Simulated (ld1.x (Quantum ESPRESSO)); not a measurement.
# Before and after: ultrasoft potential for Ti (Z = 22)

- Element: titanium
- Generator: ld1.x (Quantum ESPRESSO) 7.5
- Type: ultrasoft
- Functional: PBE
- Relativity: scalar-relativistic
- Frozen core: [Ne] 3s2
- Valence charge: 10
- Reference configuration: 3p6 3d2 4s1.75 4p0.25
- Partial waves: 4s (bound): rcut 2.50, rcutus 2.75 bohr; 4s channel at 0.1 Ry: rcut 2.50, rcutus 2.75 bohr; 3p (bound): rcut 1.50, rcutus 1.60 bohr; 4p (bound): rcut 1.50, rcutus 1.60 bohr; 3d (bound): rcut 1.30, rcutus 1.40 bohr; 3d channel at 0.95 Ry: rcut 1.30, rcutus 1.40 bohr
- Local potential: all-electron potential smoothed inside 2.70 bohr (lloc = -1)
- Core correction: Bessel-smoothed model core inside 1.40 bohr
- Augmentation charge: PSQ, inside the norm-conserving radii

Change: waves 4s (bound): rcut 2.50, rcutus 3.42 bohr; 4s channel at 0.1 Ry: rcut 2.50, rcutus 3.42 bohr.

Cutoffs: the cutoffs (Ry, on a coarse ladder) from which the occupation-weighted sum of valence levels, in a spherical-Bessel basis at the reference potential, stays within 10 and 1 mRy of its value at 400 Ry; they do not see the model core or the augmentation charge, which bear on the density cutoff. Errors are all-electron minus pseudo energies relative to the spin-unpolarised reference configuration.

Q: How do hardness, ghosts and transferability respond?

A: The potential gets neither clearly harder nor softer (50 Ry and 80 Ry → 50 Ry and 80 Ry); of the 7 tests that both files solve, the error grows in 3 and shrinks in 1 by more than 15 % and 0.3 meV (median size 5.2 → 8.6 meV); neither file shows a bound ghost.

```csv
quantity,base,changed
"cutoff, loose",50 Ry,50 Ry
"cutoff, tight",80 Ry,80 Ry
bound ghosts,none,none
"error for 3p6 3d2 4s2 4p0, meV [ΔE -0.75 eV]",-0.1,-0.1
"error for 3p6 3d2 4s1 4p0, meV [ΔE 6.59 eV]",-1.6,-3.0
"error for 3p6 3d2 4s0 4p0, meV [ΔE 20.16 eV]",-13,-21
"error for 3p6 3d2 4s0 4p2, meV [ΔE 5.53 eV]",-5.2,-8.6
"error for 3p6 3d2 4s1.5 4p0, meV [ΔE 2.18 eV]",-0.3,-0.4
"error for 3p6 3d2.5 4s1.5 4p0, meV [ΔE -0.40 eV]",-13,-14
"error for 3p6 3d1 4s2 4p1, meV [ΔE 3.92 eV]",-139,-107
lowest overlap eigenvalue by channel,"s 0.43, p 0.34, d 0.99","s 0.37, p 0.34, d 0.99"
```
